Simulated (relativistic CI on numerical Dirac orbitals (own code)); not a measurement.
**From line strength to rate: Al 3092.71 Å (air)**

Problem. For 3s²3p ²P°3/2 – 3s²3d ²D5/2 of Al a semi-empirical relativistic CI calculation gives the line strength S = 6.591 e²a₀² in the length gauge. The measured levels are 112.06 and 32436.80 cm⁻¹ (NIST Handbook). Find gf, f, A and the partial lifetime.

Working.
1. σ = 32436.80 − 112.06 = 32324.74 cm⁻¹, so the vacuum wavelength is 10⁸/σ = 3093.61 Å.
2. gf = 303.756 S/λ(Å) = 0.6471, log gf = -0.189; with g = 4 for the lower level, f = 0.162.
3. A = 2.02613 × 10¹⁸ S/(g_u λ³) with g_u = 6: A = 7.52 × 10^7 s⁻¹.
4. The partial lifetime for this S is 1/A = 13.3 ns; in the calculation this line carries 100 % of the decay of the upper level.

Check. The Handbook lists A = 7.38 × 10^7 s⁻¹, a tabulated value with its own uncertainty (a few per cent for the best lines, 25 % or more for others); ours lies 2 % above it. The velocity form of the same calculation gives S = 5.19, and the gap between the two forms is a rough gauge of the error in S. With the computed energy (32129 cm⁻¹) in place of the measured one the rate would change by the factor (σ_calc/σ)³ = 0.98.
